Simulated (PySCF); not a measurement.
Compound: C5H6F2.
SMILES: `C[C@@]1(F)CC=C1F`

Jobs on this species (13 atoms, 54 electrons) with PySCF (density fitting). Hardware of each: AMD EPYC 9R45, one thread, no GPU (shared host). Times come from a shared host and carry two figures at best. Peak memory is the resident size of the whole Python process, interpreter and libraries included.

| level and settings | work | basis functions | SCF cycles | wall time | peak memory |
| --- | --- | --- | --- | --- | --- |
| delta-SCF UKS B3LYP, pcX-2 on the ionised atom, pcseg-1 elsewhere, spin-free X2C | ΔSCF core ionisation, 7 holes | 159 | ? | ? | ? |
| delta-SCF UKS HF, pcX-2 on the ionised atom, pcseg-1 elsewhere, spin-free X2C | ΔSCF core ionisation, 7 holes | 159 | ? | ? | ? |
| delta-SCF UKS SCAN, pcX-2 on the ionised atom, pcseg-1 elsewhere, non-relativistic | ΔSCF core ionisation, 7 holes | 159 | 132 | 24 s | 0.60 GiB |
| delta-SCF UKS SCAN, pcX-1 on the ionised atom, pcseg-1 elsewhere, spin-free X2C | ΔSCF core ionisation, 7 holes | 138 | 130 | 21 s | 0.47 GiB |
| delta-SCF UKS PBE, pcX-2 on the ionised atom, pcseg-1 elsewhere, spin-free X2C | ΔSCF core ionisation, 7 holes | 159 | 122 | 15 s | 0.60 GiB |
| delta-SCF UKS SCAN, pcX-2 on the ionised atom, pcseg-1 elsewhere, spin-free X2C | ΔSCF core ionisation, 7 holes | 159 | 132 | 27 s | 0.60 GiB |
| delta-SCF UKS PBE0, pcX-2 on the ionised atom, pcseg-1 elsewhere, spin-free X2C | ΔSCF core ionisation, 7 holes | 159 | 114 | 30 s | 0.64 GiB |
| PBE0-D3(BJ)/def2-SVP, grid level 1 | geometry optimisation from a GFN2-xTB start shaken at random | 128 | 55 | 25 s | 0.51 GiB |
| delta-SCF UKS SCAN, def2-TZVP on the ionised atom, pcseg-1 elsewhere, spin-free X2C | ΔSCF core ionisation, 7 holes | 145 | 130 | 23 s | 0.48 GiB |

Problem. Fill in the missing figures.

Solution. 
- delta-SCF UKS B3LYP, pcX-2 on the ionised atom, pcseg-1 elsewhere, spin-free X2C; ΔSCF core ionisation, 7 holes: 31 s, 0.72 GiB, 114 SCF cycles
- delta-SCF UKS HF, pcX-2 on the ionised atom, pcseg-1 elsewhere, spin-free X2C; ΔSCF core ionisation, 7 holes: 20 s, 0.59 GiB, 136 SCF cycles

Problem. What do all jobs in the table cost together?

Solution. About 3.6 min; the longest takes about 14 % of that, and about 2.1 times as long as the shortest.
